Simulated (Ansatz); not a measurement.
The inner images of a band of ClH$_{3}$OSn (6 atoms, charge 0, multiplicity 1) are given out of order.

All numbers below come from Ansatz 0.2.0, RKS BLYP/def2-SVP.

First end point:

```xyz
6
Properties=species:S:1:pos:R:3
Sn 0.312 -0.093 -0.010
Cl 0.485 0.089 2.376
H 1.873 0.120 -0.709
O -0.719 1.493 -0.701
H -1.618 1.520 -0.313
H -0.525 -1.580 -0.323
```

Last end point:

```xyz
6
Properties=species:S:1:pos:R:3
Sn -0.153 -0.433 -1.088
Cl 1.618 -0.149 1.651
H 2.538 0.571 1.075
O -1.046 1.411 -0.989
H -1.817 1.397 -0.386
H -1.332 -1.249 0.058
```

Q: Put them in order from the first end to the last, with their energies above the first end.
A.
```xyz
6
Properties=species:S:1:pos:R:3
Sn 0.257 -0.087 -0.176
Cl 1.009 0.020 2.185
H 1.934 0.143 -0.058
O -0.816 1.542 -0.715
H -1.769 1.382 -0.535
H -0.808 -1.451 -0.381
```
B.
```xyz
6
Properties=species:S:1:pos:R:3
Sn 0.268 -0.114 -0.670
Cl 1.320 0.029 1.991
H 1.819 0.146 0.607
O -0.881 1.560 -0.708
H -1.822 1.374 -0.517
H -0.895 -1.447 -0.382
```
C.
```xyz
6
Properties=species:S:1:pos:R:3
Sn 0.064 -0.250 -0.975
Cl 1.551 0.031 1.932
H 2.253 0.228 0.851
O -0.996 1.495 -0.858
H -1.858 1.368 -0.412
H -1.206 -1.324 -0.218
```
D.
```xyz
6
Properties=species:S:1:pos:R:3
Sn -0.051 -0.324 -1.030
Cl 1.565 -0.011 1.792
H 2.516 0.338 0.973
O -1.059 1.456 -0.933
H -1.876 1.373 -0.402
H -1.287 -1.284 -0.080
```
E.
```xyz
6
Properties=species:S:1:pos:R:3
Sn 0.270 -0.105 -0.460
Cl 1.194 0.027 2.078
H 1.855 0.144 0.322
O -0.853 1.559 -0.715
H -1.798 1.377 -0.533
H -0.859 -1.455 -0.372
```
F.
```xyz
6
Properties=species:S:1:pos:R:3
Sn 0.189 -0.164 -0.894
Cl 1.477 0.032 1.994
H 1.957 0.161 0.766
O -0.933 1.534 -0.768
H -1.843 1.370 -0.447
H -1.038 -1.384 -0.331
```
G.
```xyz
6
Properties=species:S:1:pos:R:3
Sn 0.283 -0.069 -0.013
Cl 0.778 0.021 2.336
H 1.924 0.131 -0.456
O -0.757 1.533 -0.668
H -1.717 1.391 -0.523
H -0.703 -1.459 -0.357
```

A: G (+12.6 kJ/mol), A (+82.4 kJ/mol), E (+148.5 kJ/mol), B (+108.7 kJ/mol), F (+73.4 kJ/mol), C (+65.5 kJ/mol), D (+61.3 kJ/mol).

Time of the run: 3 min on 1 thread of Arm Neoverse V1, with other jobs on the host, peak memory 0.12 GiB.
